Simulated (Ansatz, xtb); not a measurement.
**A geometry optimisation of CH2OSe with r2SCAN-D4/def2-SVP**

The starting geometry of this gas-phase triplet was built from a drawn formula by distance geometry and a force field; its bonds are those of `[CH]O[SeH]`.

```xyz
5

C    -1.6378    0.5007   -0.4703
O    -0.7299   -0.5498   -0.3747
Se   -1.7819   -2.0959   -0.2411
H    -1.0869    1.4453   -0.5556
H    -1.7665   -2.2654   -1.7895
```

Problem. Where would you expect an optimisation with r2SCAN-D4/def2-SVP to take it?

Solution. It falls apart into CHO + HSe. Distances that change by over a tenth: C1–O2 (1.39 → 1.18 Å). Contacts that open: O2–Se3 (1.87 → 3.82 Å).

The energy falls by 1.93 eV over 46 steps:

| step | E − E(last) (eV) |
| --- | --- |
| 1 | 1.932 |
| 6 | 0.743 |
| 11 | 0.030 |
| 16 | 0.026 |
| 21 | 0.007 |
| 26 | 0.001 |
| 31 | 0.001 |
| 36 | 0.000 |
| 41 | 0.000 |
| 46 | 0.000 |

Final geometry (Å):

```csv
atom,x (Å),y (Å),z (Å)
C,-1.1098,0.5560,-0.8726
O,0.0388,0.3020,-0.9728
Se,-2.6300,-2.3332,-0.2622
H,-1.6056,0.9448,0.0736
H,-1.6965,-2.4347,-1.3974
```

From the same start GFN2-xTB reaches the same bonding as this run.

The end wasn't checked by frequencies. Open shells are spin-unrestricted. The triplet needn't be the ground state. Run with Ansatz 0.2.0, 6.3 min on 2 threads of Arm Neoverse V1 (shared host).
